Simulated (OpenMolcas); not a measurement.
**Levels of Ho2+ by method**

```
Program             : OpenMolcas
Basis               : ANO-RCC-VTZP [8s7p5d3f2g1h]
Scalar Hamiltonian  : DKH2, point nucleus
Active space        : 11 electrons in 7 orbitals (4f)
State averaging     : 2S+1 = 4 odd, 35 roots (30 in the spin-orbit step); 2S+1 = 2 odd, 112 roots (43 in the spin-orbit step)
Spin-orbit coupling : RASSI with atomic mean-field integrals over the reference wave functions, term energies averaged over their components
```

Methods on the same reference wave functions:
A. CASSCF
B. SS-CASPT2, IPEA 0.25 Eh, imaginary shift 0.1 Eh (closed shells correlated: 5s 5p)

Energies in cm⁻¹ above 4f¹¹ ⁴I°_15/2, the measured ground level; measured values from Martin, Zalubas and Hagan, Atomic Energy Levels: The Rare-Earth Elements, NSRDS-NBS 60 (1978); whole-number values converted from NIST levels in rydberg listed in Nahar, Atoms 12, 24 (2024).

```csv
Level,A,B,Measured
4f¹¹ ⁴I°_15/2,0.0,0.0,0.0
4f¹¹ ⁴I°_13/2,5558,5600,5439
4f¹¹ ⁴I°_11/2,9155,8920,8644
4f¹¹ ⁴I°_9/2 [65 %],11592,10930,10770
4f¹¹ ⁴F°_9/2 [64 %],17399,14320,13330
4f¹¹ ²H°_11/2 [69 %],20548,18000,16891
4f¹¹ ⁴S°_3/2 [73 %],21450,17640,
4f¹¹ ⁴F°_7/2,22728,19270,17867
4f¹¹ ⁴F°_5/2,24751,21150,19375
4f¹¹ ⁴F°_3/2 [66 %],24794,21050,
4f¹¹ ²K°_15/2,29835,27220,
4f¹¹ ⁴G°_11/2,30057,25550,
4f¹¹ ²G°_7/2 [71 %],30406,26850,
4f¹¹ ⁴G°_9/2 [60 %],30607,26460,23882
```

Deviations, from unrounded energies. A percentage is the sum of absolute deviations over the sum of measured energies, with the sign that they share, or ± where signs differ.

```csv
Against measurement,Levels,A,B
mean absolute deviation (cm-1),8,3300,1100
fine structure of the ground term (%),3,+5.8,+2.4
other terms of the ground configuration (%),5,+27.0,+8.6
```

B lies closest to measurement on these levels. The largest miss of B in the table is 4f¹¹ ⁴G°_9/2 [60 %], by +2600 cm-1. The ranking rests on the paired levels alone, and a cruder setting can come out closer through cancelling errors.

From A to B the spin-free energies of the other terms of 4f¹¹ shown, above ⁴I°, scale by factors of 0.79 to 0.89, as is usual when dynamic correlation screens the repulsion within a d or f shell.

The lowest spin-free term lies below A's lowest term by 0.997 hartree in B.

Term energies are means over components that CASPT2 splits; among the terms shown or strongly mixed into the levels shown the widest spread is 960 cm-1 (4f¹¹ ⁴I°, B). High states are left out of the spin-orbit mixing, which shifts the levels that they would mix with. Some levels mix across a computed gap that differs much from the measured one, so their mixing is not that of the real levels. Without dynamic correlation excited terms often stand tens of per cent too high (terms of higher spin than the ground term too low), and those without a measured partner can miss by more than the paired ones (holds for A). The CASPT2 spread within a term exceeds the gap to the next term for 4f¹¹ ⁴S° and 4f¹¹ ⁴F°, so the order of their levels is uncertain, and so are names and mixing where such terms share a J (holds for B). Measured partners are found by configuration, term and J. A level has none where our copy of the source lacks it or the pairing is in doubt (some pairs that miss far off the trend of their configuration count as doubtful), and it then counts in no deviation. Levels of configurations outside the active space are missing. Levels that lie high or do not pair safely by name in every column are left out.

A share in square brackets marks a mixed level and gives the weight of the term that names it, the lowest over the columns. ° marks odd parity.
